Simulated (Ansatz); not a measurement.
Ti₂O₅H₂, relaxed as a singlet with RKS PBE-D4/def2-SVP in Ansatz, starting from the GFN2-xTB geometry. Force threshold 0.02 eV/Å.

The relaxation made no stability test and no search for a lower SCF solution. The structure comes from a short search, and lower isomers may exist.

Start:

```
atom   x (Å)   y (Å)   z (Å)
 Ti1   0.443   1.113   0.268
 Ti2  -0.434  -1.116  -0.272
  O3  -0.038   0.356  -1.358
  O4   1.044   2.649   0.641
  O5  -1.045  -2.649  -0.641
  O6   1.162  -0.590   0.533
  O7  -1.110   0.230   0.821
  H8  -1.404  -3.519  -0.821
  H9   1.382   3.525   0.829
```

Problem. Estimate the energy that the relaxation releases and the steps that it takes.

Solution. 11.8 kcal/mol, in 25 steps; 43 s on 4 threads of Arm Neoverse V2 on a shared host. The force fell under the threshold at step 5, but the optimiser went on and released 0.039 eV more. No frequencies were taken in this run, so the end may be a saddle point.

Problem. Does the start keep its bonding?

Solution. By distances, no bond broke or formed. The bond that changes most is Ti2–O3, from 1.87 to 2.03 Å (atoms count from 1).

Problem. Predict the relaxed structure.

Solution. 
```xyz
9

Ti    0.396    1.083    0.351
Ti   -0.388   -1.087   -0.354
O    -0.033    0.678   -1.285
O     1.091    2.669    0.887
O    -0.899   -2.766   -0.804
O     1.188   -0.588    0.474
O    -1.223   -0.053    0.771
H    -1.543   -3.463   -0.601
H     1.411    3.526    0.561
```
Bond lengths (bridged metal pairs left out): 8 × O–Ti 1.74 to 2.03 Å; 2 × H–O 0.97 Å.
